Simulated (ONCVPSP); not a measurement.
Reading a pseudo-wave (Mn (Z = 25))

Columns: radius, all-electron u(r) and pseudo u(r) of the 3p shell (level -56.51 eV) of manganese in the configuration [Ne] 3s2 3p6 3d5 4s1.75; PBE, scalar-relativistic, ONCV scheme, ONCVPSP 4.0.1.

```tsv
r (bohr)	all-electron	pseudo
0.065	-0.3317	0.0232
0.130	-0.5781	0.0894
0.195	-0.5185	0.1915
0.260	-0.2635	0.3215
0.325	0.0632	0.4700
0.390	0.3816	0.6241
0.455	0.6516	0.7696
0.520	0.8589	0.8965
0.585	1.0025	0.9996
0.650	1.0891	1.0757
0.715	1.1286	1.1199
0.780	1.1312	1.1286
0.845	1.1065	1.1063
0.910	1.0625	1.0625
0.975	1.0058	1.0058
1.040	0.9414	0.9415
1.105	0.8733	0.8733
1.170	0.8042	0.8042
1.235	0.7362	0.7362
1.300	0.6705	0.6705
1.365	0.6082	0.6082
1.430	0.5497	0.5497
1.495	0.4954	0.4954
1.560	0.4453	0.4453
1.625	0.3994	0.3994
1.690	0.3575	0.3575
```

(1) How many radial nodes do the two functions have?

(2) At about which radius was the pseudo-wave matched?

(3) Where does each function peak?

(4) Is the pseudo-wave norm-conserving?

Results:

(1) The all-electron 3p function has n − l − 1 = 1; the pseudo-wave has 0, since the states of the same l below it are removed with the core.

(2) 0.90 bohr, where the columns begin to agree (steps of 0.07 bohr).

(3) Outermost all-electron maximum near 0.78 bohr, pseudo maximum near 0.78 bohr (to the table’s step).

(4) Yes: the ONCV scheme keeps the norm inside the radius equal to the all-electron one, which fixes the energy derivative of the logarithmic derivative at the level.
